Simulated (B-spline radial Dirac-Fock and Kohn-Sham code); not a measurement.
# Kohn-Sham estimates against Dirac-Fock for the levels of Ir²²⁺

System: iridium as Ir²²⁺, 1s2 2s2 2p6 3s2 3p6 3d10 4s2 4p6 4d10 4f9.

The density-functional columns are spherical, spin-unpolarised Dirac-Kohn-Sham results without Breit or QED terms: −ε is minus the orbital energy of the initial state and ΔSCF the difference of two total energies. The reference in the last column comes from ΔSCF Dirac-Fock with Breit, self-energy and vacuum polarisation, finite nucleus, configuration average. All numbers are from an atomic code on a B-spline grid, in eV; a selection of levels is shown. The Kohn-Sham columns are given as differences from the reference. For the 1s level of heavy atoms much of the gap between ΔSCF and the reference is the Breit and QED part, -399.1 eV here; for other levels the error of the functional can be larger.

| level | LDA −ε − DF | LDA ΔSCF − DF | Dirac-Fock |
| --- | --- | --- | --- |
| K (1s) | -213.9 | +387.3 | 76751.4 |
| L1 (2s) | -180.2 | -57.5 | 14066.4 |
| L2 (2p1/2) | -129.4 | +24.9 | 13465.7 |
| L3 (2p3/2) | -146.1 | -13.3 | 11856.3 |
| M1 (3s) | -101.7 | -56.4 | 3814.5 |
| M2 (3p1/2) | -83.2 | -35.3 | 3548.3 |
| M3 (3p3/2) | -82.5 | -38.2 | 3190.7 |
| M4 (3d3/2) | -60.8 | -9.8 | 2752.8 |
| M5 (3d5/2) | -62.2 | -12.6 | 2677.0 |
| N1 (4s) | -54.6 | -29.9 | 1296.5 |
| N2 (4p1/2) | -46.1 | -21.4 | 1182.5 |
| N3 (4p3/2) | -45.8 | -22.2 | 1092.1 |
| N4 (4d3/2) | -31.8 | -8.4 | 903.8 |
| N5 (4d5/2) | -31.9 | -8.8 | 886.4 |
| N6,7 (4f) | -21.1 | +2.1 | 650.4 |

Values without a named source are computed, but for edge energies of neutral atoms, which are taken from tables.
